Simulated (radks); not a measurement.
The numbers below are computed, except where a source is named.
Species: Tl III. Configuration: [Xe] 4f14 5d10 6s1.

Code: a radial shooting solver on a logarithmic mesh with Libxc functionals. Model: scalar-relativistic Kohn-Sham, SCAN, spin-polarised, spherical densities, finite nucleus; open shells are filled with parallel spins first (spin-orbit coupling, left out, can overturn this in heavy ions); meta-GGA in the generalised Kohn-Sham scheme; Fermi nuclear charge, rms radius 5.4759 fm.

Energy parts (hartree):
| part | energy |
|---|---|
| total | -20242.8362 |
| kinetic | 22787.2613 |
| electron-nucleus | -50420.5087 |
| Hartree | 7769.7556 |
| exchange-correlation | -379.3443 |

Orbitals (lengths in bohr, moments of r in powers of bohr; r(max) is where P^2 peaks):
orbital  occ.  eigenvalue (hartree)   r(max)   <1/r>      <r>
1s up       1             -3149.470  0.01003   99.39  0.01632
1s down     1             -3149.469  0.01003   99.39  0.01632
2s up       1             -562.3996  0.05810   23.36  0.06873
2s down     1             -562.3988  0.05810   23.36  0.06873
2p up       3             -483.7755  0.04832   20.60  0.06234
2p down     3             -483.7747  0.04832   20.60  0.06234
3s up       1             -135.2269   0.1637   8.663   0.1774
3s down     1             -135.2264   0.1637   8.663   0.1774
3p up       3             -112.4711   0.1636   7.855   0.1792
3p down     3             -112.4706   0.1636   7.855   0.1792
3d up       5             -88.81589   0.1336   7.370   0.1625
3d down     5             -88.81521   0.1336   7.370   0.1625
4s up       1             -30.93514   0.3690   3.717   0.3915
4s down     1             -30.93495   0.3690   3.717   0.3915
4p up       3             -23.44252   0.3888   3.351   0.4172
4p down     3             -23.44229   0.3888   3.351   0.4172
4d up       5             -14.61821   0.3954   3.009   0.4397
4d down     5             -14.61741   0.3954   3.009   0.4397
5s down     1              -5.56745   0.8078   1.541   0.8803
5s up       1              -5.56070   0.8074   1.543   0.8792
4f up       7              -4.89356   0.3585   2.604   0.4678
4f down     7              -4.89169   0.3585   2.605   0.4677
5p down     3              -3.52999   0.9066   1.319    1.007
5p up       3              -3.52222   0.9063   1.320    1.007
5d up       5              -1.23626    1.108  0.9602    1.367
5d down     5              -1.22828    1.106  0.9714    1.348
6s up       1              -0.96236    2.012  0.5565    2.271

The highest occupied level is 6s up at -26.187 eV. Spin moment in Bohr magnetons: 1. The spin density at the nucleus is 252.1 e/bohr^3 (1s 0.7, 2s 0.2, 3s 0.6, 4s 0.8, 5s 5.8, 6s 244.0). The electron density at the nucleus is 2.719e+06 e/bohr^3 (large components only).

Empty levels of this run are not shown, since the potential may be unsettled where no density lies.
